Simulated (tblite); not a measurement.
Compound: C6H5O2S (doublet state).
SMILES with atom numbers: `[CH3:1][S:2][c:3]1[c:4][o:5][c:6](=[O:7])[cH:8][cH:9]1` (hydrogens: H10, H11, H12 on C1; H13 on C8; H14 on C9)

The geometry is computed with GFN2-xTB (gas phase). This method treats the open shell by occupation alone, without spin polarisation.

Problem. List the bond lengths, angles and torsions at this level.

Solution. 
```csv
bond,length (Å)
C1–S2,1.811
S2–C3,1.756
C3=C4,1.356
C4–O5,1.279
O5–C6,1.419
C6=O7,1.200
C6–C8,1.434
C8=C9,1.355
C3–C9,1.424
"C1–H10, C1–H11, C1–H12",1.086
C8–H13,1.078
C9–H14,1.080
```

Bonds in one row agree within 0.01 Å and their mean is given. A selection of angles:
```csv
angle,degrees
S2–C1–H10,109.2
S2–C1–H12,106.7
H10–C1–H11,110.6
C1–S2–C3,99.5
S2–C3–C4,124.7
S2–C3–C9,121.1
C4–C3–C9,114.2
C3–C4–O5,126.1
C4–O5–C6,123.5
O5–C6–O7,117.9
O5–C6–C8,112.5
O7–C6–C8,129.6
C6–C8–C9,122.3
C6–C8–H13,115.7
C9–C8–H13,122.0
C8–C9–H14,121.2
C3–C9–C8,121.3
C3–C9–H14,117.5
```

Torsions: C1–S2–C3–C4 0° (synperiplanar); S2–C3–C4–O5 180° (antiperiplanar); C3–C4–O5–C6 0° (synperiplanar); C4–O5–C6–O7 180° (antiperiplanar); O5–C6–C8–C9 0° (synperiplanar); C6–C8–C9–C3 0° (synperiplanar); S2–C3–C9–C8 180° (antiperiplanar).

The 3 C–O bonds span 1.200 Å (C6=O7, drawn double) to 1.419 Å (O5–C6, drawn single), a spread of 0.219 Å. Of the pairs four or more bonds apart, C4···H10 is among the closest relative to their van der Waals radii: 2.78 Å, 96 % of the sum of Bondi's values. C3 (carbon bonded to 2 C and S) is planar (angles 124.7°, 121.1° and 114.2°, sum 360.0°, 0.00 Å off the plane of its three neighbours). The C–C distances run from 1.355 Å (C8=C9, drawn double) to 1.434 Å (C6–C8, drawn single), a spread of 0.079 Å. C6 (carbon bonded to C and 2 O) is planar (angles 129.6°, 117.9° and 112.5°, sum 360.0°, 0.00 Å off the plane of its three neighbours). C9 (carbon bonded to 2 C and H) is planar (angles 121.3°, 121.2° and 117.5°, sum 360.0°, 0.00 Å off the plane of its three neighbours). The 9 heavy atoms lie in one plane (0.002 Å rms).

Point group: Cs (every atom within 0.08 Å of its image). GFN2-xTB frequencies show an imaginary mode (105i cm⁻¹), so the point is no minimum at that level. 2 starts were optimised and ended at 0.00 and 3.19 kcal/mol (GFN2-xTB); the lowest of these is shown.

One conformer stands for the species.
